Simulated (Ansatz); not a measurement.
HISe (SMILES [SeH]I) moved off its minimum; all values from Ansatz (a quantum-chemistry and plane-wave program), cores frozen in correlated methods. Elements past Kr take the def2 small-core potentials, without spin–orbit coupling.
(charge 0, multiplicity 1)
```xyz
3

Se    -0.97572    -0.71159     1.01218
H     -1.82919    -1.15740    -0.03307
I      0.56488     0.44623    -0.58237
```

**Question.** Give the forces (eV/Å), the total energy and the dipole at CCSD(T)/def2-TZVPPD.

**Answer.** 
```json
[
 {"atom": "Se1", "Fx": "0.448", "Fy": "0.180", "Fz": "1.083"},
 {"atom": "H2", "Fx": "-0.758", "Fy": "-0.407", "Fz": "-0.821"},
 {"atom": "I3", "Fx": "0.311", "Fy": "0.227", "Fz": "-0.262"}
]
```
Energy -2697.4384 hartree, dipole 0.69 D.
